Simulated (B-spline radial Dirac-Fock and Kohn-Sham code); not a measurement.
## Core-level shifts of barium with charge state

Level of theory: relaxed Dirac-Fock hole states (ΔSCF) with Breit and QED corrections and a finite nucleus; a radial atomic solver. Each ion is free and in its tabulated ground configuration. No correlation.

Reference: Ba¹⁸⁺, [Kr] 4d2, with 2s 6469.2 eV, 2p1/2 6099.8 eV, 3p1/2 1594.3 eV, 3d5/2 1235.6 eV, 4s 662.7 eV. Shifts from it, in eV (a dash: the subshell is empty, belongs to an open shell averaged over j, or its hole state is left out as unreliable):

```csv
ion,configuration,2s,2p1/2,3p1/2,3d5/2,4s
Ba¹⁹⁺,[Kr] 4d1,+44.6,+44.8,+41.5,+41.6,+33.7
Ba²⁰⁺,[Ar] 3d10 4s2 4p6,+90.5,+90.8,+83.9,+84.1,+67.9
Ba²¹⁺,[Ar] 3d10 4s2 4p5,+138.1,+138.8,+127.5,+128.3,+100.9
Ba²²⁺,[Ar] 3d10 4s2 4p4,+186.7,+187.8,+171.8,+173.3,+134.2
Ba²³⁺,[Ar] 3d10 4s2 4p3,+236.2,–,–,+219.0,+168.0
Ba²⁴⁺,[Ar] 3d10 4s2 4p2,+286.5,+288.4,+262.3,+265.4,+202.2
Ba²⁵⁺,[Ar] 3d10 4s2 4p1,+337.8,+340.1,+308.6,+312.5,+236.8
Ba²⁶⁺,[Ar] 3d10 4s2,+389.9,+392.7,+355.7,+360.3,+271.9
Ba²⁷⁺,[Ar] 3d10 4s1,+441.8,+446.4,+404.1,+409.5,+312.4
Ba²⁸⁺,[Ar] 3d10,?,?,?,?,?
```

Problem. Give the missing shifts for Ba²⁸⁺.

Solution. 2s +495.7, 2p1/2 +500.9, 3p1/2 +453.3, 3d5/2 +459.3, 4s – (eV).

Values without a named source are computed, but for edge energies of neutral atoms, which are taken from tables.
